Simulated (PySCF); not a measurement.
Cs(Br) anion (BrCs), SMILES [Br][Cs] (connectivity only; charge and spin as stated), charge -1, multiplicity 2.

Coordinates come from a B3LYP-D3(BJ)/def2-TZVPD optimisation. The multiplicity is an assumed one; other spin states were not compared. The def2 effective core potentials stand for the cores of Cs; spin–orbit coupling is left out.

Two levels are set side by side: PBE/def2-TZVPD (PySCF) and r2SCAN/def2-TZVPD (PySCF). Same geometry, gas phase. Differences are taken from unrounded values.

| quantity | r2SCAN |
|---|---|
| α-spin orbital gap (eV) | 0.79 |
| β-spin orbital gap (eV) | 2.84 |

### Question
What does PBE give, and how far is it from r2SCAN? (Estimate from the structure and the level; the computed values follow.)

### Answer

```json
[
 {"quantity": "α-spin orbital gap (eV)", "PBE": "0.77", "PBE minus r2SCAN": "-0.02"},
 {"quantity": "β-spin orbital gap (eV)", "PBE": "2.98", "PBE minus r2SCAN": "0.14"}
]
```

Rough cost on one machine, each run with all the roots and properties that it gave: r2SCAN against PBE within a factor of 2.
